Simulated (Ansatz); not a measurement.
Ansatz (a program for electronic structure) input (CCSD(T)/cc-pwCVTZ):
A basis named .json is the Basis Set Exchange file of that set.

Ansatz 0.2 input:
```yaml
crystal:
  periodic: [false, false, false]
  atoms:
    - {symbol: Si, position_ang: [1.47941424, 0.56693286, 0.06098385]}
    - {symbol: C, position_ang: [0.13558990, -0.44527435, -0.51572468]}
    - {symbol: Si, position_ang: [-1.52578341, -0.41449088, 0.11823995]}
    - {symbol: H, position_ang: [2.77980536, -0.14433780, 0.38095748]}
    - {symbol: H, position_ang: [2.01974168, 1.66862290, -0.83742257]}
    - {symbol: H, position_ang: [1.13823290, 1.30209220, 1.32304006]}
    - {symbol: H, position_ang: [0.32539045, -1.07708602, -1.38352361]}
    - {symbol: H, position_ang: [-2.64257808, 0.14602378, -0.74859438]}
    - {symbol: H, position_ang: [-1.64087647, 0.39450333, 1.37598864]}
    - {symbol: H, position_ang: [-2.14408682, -1.75236005, 0.47476924]}
basis:
  gaussian:
    orbitals: cc-pwCVTZ.json
total_charge: -1
magnetization: {spin_polarized: false}
correlation: {method: ccsd_t, electrons: outside_noble_gas}
```

End of the output:

```
integrals: 1.72 GiB planned
1454 factors; integrals over basis functions are off by at most 9.3e-4 eV
mean field: 1.16 GiB planned
mean field evaluation 1: about -16864.1372 eV, gradient 2.3e1 eV
mean field evaluation 2: about -16864.3212 eV, gradient 2.3e1 eV
mean field evaluation 4: about -16866.2884 eV, gradient 3.8e0 eV
mean field evaluation 8: about -16866.3392 eV, gradient 1.8e-1 eV
mean field evaluation 16: about -16865.7959 eV, gradient 9.0e0 eV
mean field -16866.33939079 eV, -619.8265401961 hartree, gradient 3.1e-6 eV, S^2 0.000000; 0 other end points of the search recorded, 0 dependent functions left out
11 core orbitals not correlated
reference -16866.33939079 eV, -619.8265401961 hartree; 10, 10 occupied and 238, 238 virtual orbitals, 1454 factors
second order -12.44476610 eV of doubles, -0.00000000 eV of singles
coupled cluster: 3.51 GiB planned
cycle   1  -13.32229523 eV  change   -8.8e-1 eV  update   8.6e-2
cycle   2  -13.76197924 eV  change   -4.4e-1 eV  update   2.7e-2
cycle   3  -13.81440706 eV  change   -5.2e-2 eV  update   1.0e-2
cycle   4  -13.80947340 eV  change    4.9e-3 eV  update   2.9e-3
cycle   5  -13.80907931 eV  change    3.9e-4 eV  update   1.0e-3
cycle   6  -13.80874578 eV  change    3.3e-4 eV  update   3.0e-4
cycle   7  -13.80874451 eV  change    1.3e-6 eV  update   1.0e-4
cycle   8  -13.80878442 eV  change   -4.0e-5 eV  update   4.3e-5
cycle   9  -13.80877864 eV  change    5.8e-6 eV  update   1.5e-5
perturbative correction -0.54298940 eV, -0.0199544925 hartree
Total energy: -16880.69115883 eV, -620.3539579436 hartree
```

It need not be the lowest isomer of its formula. Whether it binds its extra electron was not tested at this geometry.
